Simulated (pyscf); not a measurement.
Optimised with ωB97X-D3(BJ)/def2-SVP in PySCF. Correlated levels are frozen-core, on RHF or UHF. ΔMP2 is the change of the MP2 total energy from the triple- to the quadruple-zeta basis.

Q: For the elementary gas-phase step `[GeH3][SnH3]` → `[SnH2]` [singlet] + `[GeH4]` (singlet surface; Ge–Sn, H–Sn broken, Ge–H formed), what barrier and reaction energy does CCSD(T)/def2-TZVPP + ΔMP2(QZVPP) give, measured from the reactant's lowest minimum found?

A: ΔE‡ = 39.3 kcal/mol, ΔE = +30.3 kcal/mol. Zero-point energy shifts the barrier by -1.0 kcal/mol. It is a 1,1-elimination, with an imaginary mode of 551i cm⁻¹. On the product side the descent ends in a bound adduct, 8.2 kcal/mol under the separated species and 14.6 kcal/mol under the saddle at ωB97X-D3(BJ)/def2-TZVP. At ωB97X-D3(BJ) the barrier from the zero used here is 42.9 kcal/mol. This is the saddle that the search found; another between the same sides may lie lower. The CCSD(T) − MP2 part came from Ansatz, without density fitting, on the same reference. The frozen core leaves the outer d or s,p core shells of the metals and heavy elements correlated in the MP2 and CC values, and def2-TZVPP describes them poorly, which can shift differences by a few kcal/mol. Elements up to Kr have no core potential and no relativistic terms here. Elements past Kr carry the def2 core potentials, without spin-orbit coupling.
